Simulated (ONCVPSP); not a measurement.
## Before and after: ONCV potential for N

* Element: nitrogen
* Generator: ONCVPSP 4.0.1
* Type: optimised norm-conserving Vanderbilt (ONCV)
* Functional: PBE
* Relativity: scalar-relativistic
* Frozen core: [He]
* Valence charge: 5
* Reference configuration: 2s1.5 2p3.5
* Partial waves: 2s: rc 0.85 bohr, ncon 4, nbas 9, qcut 6.2 1/bohr, 2 projectors, debl 3.5 Ha; 2p: rc 1.90 bohr, ncon 4, nbas 7, qcut 7 1/bohr, 2 projectors, debl 1 Ha; d scattering state at 0.32 Ha: rc 1.65 bohr, ncon 4, nbas 8, qcut 6.8 1/bohr, 2 projectors, debl 1.2 Ha
* Local potential: polynomial inside 0.60 bohr (lpopt 5, dvloc0 0 Ha)
* Core correction: none

All-electron outer shells of the reference configuration (PBE, scalar-relativistic, ld1.x):

| shell | level (eV) | outermost node (bohr) | outermost maximum (bohr) |
| --- | --- | --- | --- |
| 1s | -385.14 | – | 0.15 |
| 2s | -18.81 | 0.32 | 1.02 |
| 2p | -7.30 | – | 0.97 |

Change: reference 2s2 2p1.5. In the p channel the program set the typed energies aside and used -1.056, 0.250 Ha.

Cutoffs: the cutoffs (Ha) at which the residual kinetic energy of the hardest occupied pseudo-wave falls to 1 and 0.1 mHa per electron; they do not see the model core or the augmentation charge, which bear on the density cutoff. Errors are all-electron minus pseudo energies relative to the spin-unpolarised reference configuration.

Task: What does the change do?

Result: The potential gets harder (88 Ha and 297 Ha → 103 Ha and 304 Ha); the number of tests with a reliable result goes from 3 to 4; neither file shows a bound ghost.

| quantity | base | changed |
| --- | --- | --- |
| cutoff, loose | 88 Ha | 103 Ha |
| cutoff, tight | 297 Ha | 304 Ha |
| loose cutoff by channel | s 88 Ha, p 18 Ha | s 103 Ha, p 18 Ha |
| bound ghosts | none | none |
| GHOST(+) flags under 300 eV | none | none |
| tests with a reliable result | 3 of 4 | 4 of 4 |
| s: phases at 0.86 bohr within 0.05 rad from the reference energy up to (Ha; the scan ends near 5) | to the end of the scan | to the end of the scan |
| p: phases at 1.92 bohr within 0.05 rad from the reference energy up to (Ha; the scan ends near 5) | to the end of the scan | 4.9 |
| d: phases at 1.68 bohr within 0.05 rad from the reference energy up to (Ha; the scan ends near 5) | to the end of the scan | 4.8 |
